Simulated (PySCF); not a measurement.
CHCl, SMILES [CH]Cl (connectivity only; charge and spin as stated), neutral, multiplicity 1.

Geometry: ωB97X-D3(BJ)/def2-TZVPD. The isomer is the one that the SMILES or the coordinates give; other isomers of the formula were not compared.

Two levels are set side by side: TDA-PBE/def2-TZVPD (PySCF) and TDA-M06-2X/def2-TZVPD (PySCF). Vertical, same geometry. The lowest singlet is HOMO→LUMO 98 % with PBE and HOMO→LUMO 98 % with the other functional; states are paired by order. Differences are taken from unrounded values.

```json
[
 {"quantity": "lowest singlet excitation (eV)", "TDA-M06-2X": "1.63"},
 {"quantity": "lowest triplet excitation (TDA) (eV)", "TDA-M06-2X": "0.34"},
 {"quantity": "first bright state (f over 0.05) (eV)", "TDA-M06-2X": "7.07"},
 {"quantity": "its oscillator strength", "TDA-M06-2X": "0.18"}
]
```

Q: What does TDA-PBE give, and how far is it from TDA-M06-2X? (The exact figures need the calculation; the answer reports its results.)

A: 
```
quantity                               TDA-PBE  TDA-PBE minus TDA-M06-2X
-------------------------------------  -------  ------------------------
lowest singlet excitation (eV)            1.83                      0.20
lowest triplet excitation (TDA) (eV)      0.39                      0.06
first bright state (f over 0.05) (eV)     6.65                     -0.42
its oscillator strength                   0.07                     -0.11
```

Rough cost on one machine, each run with all the roots and properties that it gave: TDA-M06-2X against TDA-PBE about 8 times.
